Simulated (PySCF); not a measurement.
From one molecule to another.

First species: C₈H₁₁O₂P.
SMILES: `C#CC[P@@](=O)(O)C1=CCCC1`

Second species: C8H11O2P.
SMILES: `CC(C)(C)C1=PC=C(C=O)O1`

Levels: PBE0/pcSseg-1 for HOMO energy, LUMO energy and HOMO–LUMO gap. Geometries: GFN2-xTB. Each species is one conformer at its optimised geometry, gas phase, non-relativistic unless stated; the electronic structure was computed with PySCF and density fitting.

The conformers computed, where there is a choice (atom-mapped SMILES and torsion angles):
- `[CH3:1][C:2]([CH3:3])([CH3:4])[c:5]1[o:6][c:7]([CH:8]=[O:9])[cH:10][p:11]1`: C1–C2–C5–O6 0°, O6–C7–C8–O9 180°

The conformers of `C#CC[P@@](=O)(O)C1=CCCC1` aren't listed.

Values for the first species:

| Item | Value |
| --- | --- |
| HOMO energy | -7.37 eV |
| LUMO energy | -0.36 eV |
| HOMO–LUMO gap | 7.01 eV |

Q: Estimate the same properties for the second species, and the change in each.

A: 
```csv
property,first,second,second less first
HOMO energy,-7.37 eV,-6.96 eV,+0.41 eV
LUMO energy,-0.36 eV,-1.96 eV,-1.60 eV
HOMO–LUMO gap,7.01 eV,5.00 eV,-2.01 eV
```

